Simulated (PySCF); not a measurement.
Te(NH2)(OSiH3) (H5NOSiTe), SMILES [SiH3]O[Te]N.

Coordinates come from a PBE0-D3(BJ)/def2-SVP optimisation. This is a generated structure with no PubChem entry under its InChIKey; it may be hypothetical. The def2 effective core potentials stand for the cores of Te; spin–orbit coupling is left out. Other conformers were not sampled.

Calculation: CAM-B3LYP/def2-TZVP run with PySCF.

The molecule is in vacuum.

The total energy is -690.54767 hartree and the highest occupied level comes out as -7.54 eV. The lowest empty level is -0.48 eV and the orbital gap is 7.07 eV. The dipole moment is 1.37 D and the quadrupole, principal values (traceless, Buckingham form, about the centre of nuclear charge) is -5.77, -1.26, 7.03 D·Å. The mean static polarisability comes out as 71.5 bohr³ (10.59 Å³) and the polarisability, principal values is 57.7, 69.8, 86.9 bohr³.
